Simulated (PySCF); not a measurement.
Compound: C8H9FO.
Bonds: C1–O2, O2–C3, C3–C4, C4–C5 (aromatic), C5–C6 (aromatic), C6–C7 (aromatic), C7–F8, C7–C9 (aromatic), C9–C10 (aromatic), C4–C10 (aromatic). Hydrogens: H11, H12, H13 on C1; H14, H15 on C3; H16 on C5; H17 on C6; H18 on C9; H19 on C10.

NICS = −σ at a ghost point: NICS(0) at the centroid of the ring atoms, NICS(1) 1 Å to either side along the normal of their mean plane, zz for the tensor component along that normal. Level: GIAO B97-2/pcSseg-1 (PySCF, non-relativistic, gas phase) on the PBE0-D3(BJ)/def2-SVP geometry, one conformer.

Ring bond lengths (Å): C4–C5 1.396, C5–C6 1.394, C6–C7 1.389, C7–C9 1.391, C9–C10 1.391, C10–C4 1.400.

What do the NICS probes read (ppm)?

| ring | type | NICS(0) | NICS(1), two faces | NICS(1)zz, two faces | rms pucker (Å) | centre to ring atoms, mean (Å) |
| --- | --- | --- | --- | --- | --- | --- |
| C4–C5–C6–C7–C9–C10 | 6-membered carbocycle; formal bonds all aromatic | -10.0 | -11.2 / -11.1 | -27.2 / -27.3 | 0.00 | 1.39 |

What do they say, and how far can they be read as aromaticity?

- C4–C5–C6–C7–C9–C10: mean NICS(1)zz -27.3 ppm, shielded, aromatic by this magnetic criterion (flat ring, no four-coordinate atom).

What does the geometric index give? HOMA takes Krygowski's 1993 parameters.

- C4–C5–C6–C7–C9–C10: HOMA 0.99 = 1 − EN − GEO, with mean bond length 1.393 Å, EN = α(Ropt − mean)² = 0.008 and GEO = α × variance = 0.004. The geometric and the magnetic index point the same way.

What are the shieldings of the ring atoms and their hydrogens in the same run (means over atoms taken as equivalent)?

| atoms | environment | σ isotropic (ppm) |
| --- | --- | --- |
| C4 | substituted aromatic carbon | 47.2 |
| C5 (×2) | aromatic CH carbon | 52.2 |
| C6 (×2) | aromatic CH carbon | 65.9 |
| C7 | aromatic C–F carbon | 16.9 |
| H16 (×2) | aromatic hydrogen | 23.96 |
| H17 (×2) | aromatic hydrogen | 24.31 |

How do the values depend on the level or the medium?

```json
{"level": "B97-2/pcSseg-1, gas", "NICS(0), C4–C5–C6–C7–C9–C10": "-10.0", "mean NICS(1)zz, C4–C5–C6–C7–C9–C10": "-27.3"}
{"level": "PBE0/pcSseg-1, gas", "NICS(0), C4–C5–C6–C7–C9–C10": "-9.9", "mean NICS(1)zz, C4–C5–C6–C7–C9–C10": "-27.4"}
```

The geometry is the same throughout.

Shape of the structure used: `[CH3:1][O:2][CH2:3][c:4]1[cH:5][cH:6][c:7]([F:8])[cH:9][cH:10]1`: C1–O2–C3–C4 -70°, O2–C3–C4–C5 141°.
